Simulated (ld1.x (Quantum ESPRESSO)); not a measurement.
## Which change was made? (Ca, TM)

calcium (Ca), norm-conserving Troullier–Martins (Kleinman–Bylander form), made with ld1.x (Quantum ESPRESSO) 7.5 (PBEsol, scalar-relativistic). Core [Ne], reference 3s2 3p6 3d0 4s1 4p1. Waves: 3s (bound): rc 1.55 bohr; 3d (bound, empty): rc 3.05 bohr; 3p (bound): rc 1.85 bohr. Local part: the p channel. Core correction: none.

Occupied shells without a wave of their own: 4p, 4s. They enter only through the test configuration that unscreens the potential.

Cutoffs, loose and tight: the cutoffs (Ry, on a coarse ladder) from which the occupation-weighted sum of valence levels, in a spherical-Bessel basis at the reference potential, stays within 10 and 1 mRy of its value at 400 Ry. They do not see the model core or the augmentation charge, which bear on the density cutoff. Test errors are all-electron minus pseudo excitation energies from the reference, over the configurations 3s2 3p6 3d0 4s2 4p0; 3s2 3p6 3d0 4s1 4p0; 3s2 3p6 3d0 4s0 4p0; 3s1 3p6 3d0 4s2 4p0; 3s2 3p6 3d0 4s1.5 4p0; 3s2 3p6 3d1 4s0 4p0; 3s2 3p6 3d0 4s0 4p2; variants that change the core or the reference have their own tests.

The base gives: outcome: generated; cutoff, loose: 45 Ry; cutoff, tight: 70 Ry; bound ghosts: none; largest test error (meV): +238.

On the changes marked as counting shells twice: ld1.x takes every shell without a wave as core, so the model core holds the marked electrons as well and exchange and correlation see them twice. This cancels in the reference configuration, but the file is broken for other ones, and its errors say nothing about a proper core correction.

Problem. After one change the result is: outcome: generated; cutoff, loose: 80 Ry; cutoff, tight: 120 Ry; bound ghosts: none; largest test error (meV): +104. Which change was it?
A. all radii scaled by about 0.80 (s 1.24, p 1.48, d 2.42 bohr)
B. local potential the d channel
C. core correction a·sin(br)/r model core inside 1.08 bohr (4p, 4s counted twice)

Solution. A. The others give: local potential the d channel → outcome: generated, misses its reference levels by 0.33 eV; cutoff, loose: 40 Ry; cutoff, tight: 70 Ry; bound ghosts: none; largest test error (meV): +2164 | core correction a·sin(br)/r model core inside 1.08 bohr (4p, 4s counted twice) → outcome: generated; cutoff, loose: 45 Ry; cutoff, tight: 70 Ry; bound ghosts: none; largest test error (meV): -980.
